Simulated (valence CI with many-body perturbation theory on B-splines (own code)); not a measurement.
## Level structure of I³⁸⁺

Calculated by valence CI with perturbative core correlation (CI+MBPT): five valence electrons over a frozen Dirac-Fock core [Ne], radial functions for each j: 11 s, 11 p, 10 d, 8 f, 5 g, 2 h, with the one-electron correlation potential Σ1, the two-electron term Σ2, the three-electron term Σ3, Breit, model QED; selected CI, second order for the rest, scaled by the run's own slope (own B-spline code, finite nucleus).

The last digits are not significant, and no measured levels were compared; by estimate large intervals hold to a few tenths of a per cent, small ones and those within an open d or f shell to about a per cent. Among the levels kept, up to 4700 cm⁻¹ of a level comes from second order outside the variational space, and about a tenth of that is noise between levels of different J, which matters for small intervals.

Levels 46 to 90 of 167, with energies above the lowest level, (3s^2 3p1/2^2 3p3/2) J=3/2. "Leading %" is the weight of the configuration and term that name the level; weights of strongly mixed levels are sums over their largest components and can fall short. In the jj column 3d3/2^4 stands for four electrons in 3d with j = 3/2. Lifetimes count E1, E2, E3, M1 and M2 decay at the calculated energies, and are blank where another channel may lead or the interval is too uncertain; long ones can be off by a factor of two.

```tsv
No.	Configuration	Term	J	E (eV)	Leading %	Lifetime	Second component	Leading jj
46	3s3p³3d	⁴D°	5/2	338.79	33	16.9 ps	20 % 3s3p³3d ⁶D°	3s 3p1/2^2 3p3/2 3d5/2 (84 %)
47	3s3p³3d	⁴G°	5/2	340.66	35	7.15 ps	16 % 3s3p³3d ²F°	3s 3p1/2^2 3p3/2 3d3/2 (81 %)
48	3s²3p²3d	²D	5/2	340.73	53	2.95 ps	31 % 3s²3p²3d ²F	3s^2 3p3/2^2 3d5/2 (85 %)
49	3s3p³3d	²P°	3/2	342.64	28	18.5 ps	22 % 3p⁵ ²P°	3s 3p1/2^2 3p3/2 3d5/2 (52 %)
50	3s3p³3d	⁴D°	1/2	343.30	49	6.33 ps	16 % 3s3p³3d ²P°	3s 3p1/2^2 3p3/2 3d3/2 (81 %)
51	3s3p³3d	²F°	7/2	348.39	32	13.2 ps	17 % 3s3p³3d ⁴D°	3s 3p1/2^2 3p3/2 3d5/2 (61 %)
52	3s3p⁴	²P	1/2	355.06	30	1.63 ps	29 % 3s3p⁴ ²S	3s 3p3/2^4 (72 %)
53	3s3p³3d	⁴G°	7/2	357.90	23	7.41 ps	20 % 3s3p³3d ⁴D°	3s 3p1/2^2 3p3/2 3d5/2 (82 %)
54	3s3p³3d	⁴D°	1/2	360.93	57	12.9 ps	26 % 3s3p³3d ²P°	3s 3p1/2^2 3p3/2 3d5/2 (76 %)
55	3s3p³3d	⁴F°	5/2	364.75	29	6.15 ps	12 % 3s3p³3d ²F°	3s 3p1/2^2 3p3/2 3d5/2 (65 %)
56	3s3p³3d	⁴D°	3/2	366.95	28	6.24 ps	24 % 3s3p³3d ⁴P°	3s 3p1/2^2 3p3/2 3d5/2 (75 %)
57	3s²3p3d²	⁴G°	5/2	368.16	48	5.23 ps	26 % 3s²3p3d² ²F°	3s^2 3p1/2 3d3/2^2 (79 %)
58	3s3p³3d	⁴D°	3/2	368.44	43	27.8 ps	17 % 3s3p³3d ⁶D°	3s 3p1/2 3p3/2^2 3d3/2 (71 %)
59	3s3p³3d	⁶D°	1/2	371.08	30	74.7 ps	18 % 3s3p³3d ⁴D°	3s 3p1/2 3p3/2^2 3d3/2 (67 %)
60	3s3p³3d	⁶D°	5/2	372.39	20	22.3 ps	16 % 3s3p³3d ⁴D°	3s 3p1/2 3p3/2^2 3d3/2 (63 %)
61	3s3p³3d	⁴F°	7/2	375.27	35	53.6 ps	16 % 3s²3p3d² ⁴G°	3s 3p1/2 3p3/2^2 3d3/2 (49 %)
62	3p⁵	²P°	3/2	381.43	32	4.77 ps	16 % 3s3p³3d ²D°	3p1/2^2 3p3/2^3 (32 %)
63	3s3p³3d	⁴G°	9/2	383.75	27	204 ps	19 % 3s3p³3d ⁴F°	3s 3p1/2 3p3/2^2 3d3/2 (45 %)
64	3s3p³3d	⁴D°	7/2	384.97	41	26.5 ps	20 % 3s3p³3d ⁶D°	3s 3p1/2 3p3/2^2 3d5/2 (63 %)
65	3s²3p3d²	⁴D°	1/2	388.56	25	2.38 ps	15 % 3s3p³3d ⁴D°	3s^2 3p1/2 3d3/2^2 (45 %)
66	3s3p³3d	⁶D°	9/2	393.30	28	21.3 ps	23 % 3s3p³3d ⁴G°	3s 3p1/2 3p3/2^2 3d5/2 (83 %)
67	3s²3p3d²	⁴G°	5/2	393.92	15	6.06 ps	12 % 3s²3p3d² ⁴D°	3s^2 3p1/2 3d3/2 3d5/2 (59 %)
68	3s²3p3d²	²D°	3/2	394.37	29	1.81 ps	22 % 3s²3p3d² ⁴F°	3s^2 3p1/2 3d3/2^2 (55 %)
69	3s²3p3d²	⁴G°	7/2	394.74	42	7.29 ps	11 % 3s3p³3d ⁴D°	3s^2 3p1/2 3d3/2 3d5/2 (52 %)
70	3s3p³3d	⁴D°	3/2	398.74	19	2.14 ps	12 % 3s²3p3d² ⁴F°	3s 3p1/2 3p3/2^2 3d3/2 (35 %)
71	3s3p³3d	⁴P°	5/2	398.92	47	2.33 ps	9 % 3s3p³3d ⁶D°	3s 3p1/2 3p3/2^2 3d3/2 (52 %)
72	3s3p³3d	⁴S°	3/2	400.04	19	2.58 ps	15 % 3s3p³3d ⁴P°	3s 3p1/2 3p3/2^2 3d3/2 (44 %)
73	3s3p³3d	⁴F°	9/2	400.09	42	72.7 ps	28 % 3s3p³3d ²G°	3s 3p1/2 3p3/2^2 3d5/2 (64 %)
74	3s3p³3d	²P°	1/2	400.20	43	16.6 ps	12 % 3s²3p3d² ²P°	3s 3p1/2 3p3/2^2 3d5/2 (63 %)
75	3s3p³3d	⁴D°	7/2	402.00	36	2.93 ps	18 % 3s3p³3d ⁴F°	3s 3p1/2 3p3/2^2 3d3/2 (56 %)
76	3s²3p3d²	⁴D°	1/2	402.69	39	3.76 ps	15 % 3s3p³3d ⁴D°	3s^2 3p1/2 3d3/2 3d5/2 (46 %)
77	3s3p³3d	⁴G°	9/2	405.26	22	5.84 ps	21 % 3s²3p3d² ²H°	3s^2 3p1/2 3d3/2 3d5/2 (45 %)
78	3s3p³3d	⁴G°	11/2	405.96	96	24.4 ps		3s 3p1/2 3p3/2^2 3d5/2 (96 %)
79	3s3p³3d	⁴F°	3/2	406.87	30	3.38 ps	15 % 3s3p³3d ²D°	3s 3p1/2 3p3/2^2 3d3/2 (66 %)
80	3s²3p3d²	⁴D°	5/2	408.35	11	6.13 ps	9 % 3s3p³3d ⁴F°	3s 3p1/2 3p3/2^2 3d3/2 (29 %)
81	3s3p³3d	⁴P°	1/2	410.09	35	3.39 ps	12 % 3s²3p3d² ²S°	3s 3p1/2 3p3/2^2 3d3/2 (41 %)
82	3s3p³3d	²G°	7/2	410.09	32	3.56 ps	18 % 3s3p³3d ⁴G°	3s 3p1/2 3p3/2^2 3d3/2 (56 %)
83	3s3p³3d	⁴D°	3/2	411.34	18	4.27 ps	13 % 3s3p³3d ⁴P°	3s 3p1/2 3p3/2^2 3d5/2 (37 %)
84	3s3p³3d	⁴G°	5/2	412.79	22	4.12 ps	21 % 3s3p³3d ²D°	3s 3p1/2 3p3/2^2 3d3/2 (53 %)
85	3s3p³3d	²S°	1/2	413.58	52	5.06 ps	19 % 3s²3p3d² ⁴P°	3s 3p1/2 3p3/2^2 3d5/2 (63 %)
86	3s3p³3d	⁴F°	3/2	414.53	34	2.69 ps	12 % 3s3p³3d ²D°	3s 3p1/2 3p3/2^2 3d3/2 (72 %)
87	3s²3p3d²	⁴F°	5/2	417.27	18	2.09 ps	15 % 3s²3p3d² ²F°	3s^2 3p1/2 3d3/2 3d5/2 (33 %)
88	3s3p³3d	²F°	7/2	419.18	33	4.69 ps	12 % 3s²3p3d² ²F°	3s 3p1/2 3p3/2^2 3d5/2 (46 %)
89	3s3p³3d	⁴D°	5/2	419.97	25	5.88 ps	18 % 3s3p³3d ⁴P°	3s 3p1/2 3p3/2^2 3d5/2 (70 %)
90	3s3p³3d	⁴P°	3/2	422.25	19	1.71 ps	17 % 3s²3p3d² ⁴D°	3s^2 3p1/2 3d3/2 3d5/2 (38 %)
```

Where two levels of one J and parity lie close, their mixing, g and order are uncertain.
